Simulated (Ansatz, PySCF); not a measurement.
Gas-phase reaction (SMILES): N[Si](N)(N)Cl + 3 [SiH4] (SiH4) -> 3 N[SiH3] + [SiH3]Cl; bond separation energy.

Each molecule is optimised on its own at B3LYP-D3(BJ)/def2-TZVP (Ansatz, a first-principles code), one conformer each, not searched for the lowest. Valence correlation only, unless marked. No spin-orbit coupling. No relativistic terms. CBS(X,Y): correlation extrapolated as X^-3; Hartree-Fock from the larger set. Thermal terms are rigid-rotor harmonic-oscillator values from B3LYP-D3(BJ) frequencies (Ansatz or PySCF) at 298.15 K and 1 atm. 1 Eh = 627.5095 kcal/mol.

```tsv
species	E, CCSD(T)/CBS(cc-pV(T+d)Z,cc-pV(Q+d)Z) (Ansatz) (Eh)	E, PBE-D3(BJ)/def2-TZVPD (Ansatz + dftd3) (Eh)	H - E (Eh)
N[Si](N)(N)Cl	-916.73339	-917.29441	0.08978
N[SiH3]	-346.79605	-347.07383	0.05540
[SiH3]Cl	-750.69031	-751.21200	0.03058
[SiH4] (SiH4)	-291.45815	-291.72290	0.03520
```

Q: Work out ΔE and ΔH at 298.15 K at the first level, then ΔH at the second.

A: 
1. ΔE = [3×(-346.79605) + (-750.69031)] - [(-916.73339) + 3×(-291.45815)] = 0.02938 Eh = 18.4 kcal/mol at CCSD(T)/CBS(cc-pV(T+d)Z,cc-pV(Q+d)Z).
2. The terms H - E add up to 0.00140 Eh, so ΔH = (0.02938 + (0.00140))×627.5095 = 19.3 kcal/mol.
3. At PBE-D3(BJ)/def2-TZVPD the same steps give ΔE = 18.6 and ΔH = 19.5 kcal/mol, a shift of +0.2 from the first level.
4. These values are not checked against measurement here, since the tables used lack a sound gas-phase enthalpy of formation for at least one species.
